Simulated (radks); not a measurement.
Results of a calculation; reference values are marked as such.
Mean orbital radii <r> (bohr) of neutral platinum, [Xe] 4f14 5d9 6s1, at several levels of relativity; Dirac values are averaged over j with weights 2j + 1. Spin-unpolarised spherical Kohn-Sham, PBEsol, point nucleus unless stated (finite: rms radius 5.427 fm), a radial shooting solver on a logarithmic mesh with Libxc functionals. A level marked "c x" has the speed of light scaled by that factor and shares open shells by 2j + 1; other Dirac levels either fill j = l - 1/2 first or share by 2j + 1.

shell       non-rel.  Dirac, 2j+1 shares  Dirac, 2j+1 shares, finite nucleus  Dirac, c x 1.25  change of magnitude, last against first (%)
3s            0.2068              0.1866                              0.1866           0.1943                                        -6.07
3p            0.1971              0.1872                              0.1872           0.1908                                        -3.17
3d            0.1722              0.1705                              0.1705           0.1711                                        -0.68
4s            0.4566              0.4150                              0.4151           0.4307                                        -5.67
4p            0.4613              0.4406                              0.4406           0.4482                                        -2.82
4d            0.4708              0.4686                              0.4686           0.4692                                        -0.33
4f            0.5034              0.5168                              0.5168           0.5115                                        +1.62
5s             1.053              0.9530                              0.9533           0.9908                                        -5.92
5p             1.151               1.102                               1.102            1.120                                        -2.70
5d             1.652               1.702                               1.702            1.682                                        +1.82
6s             3.390               2.911                               2.912            3.089                                        -8.87
6p (empty)     5.335                   -                                   -                -                                            -
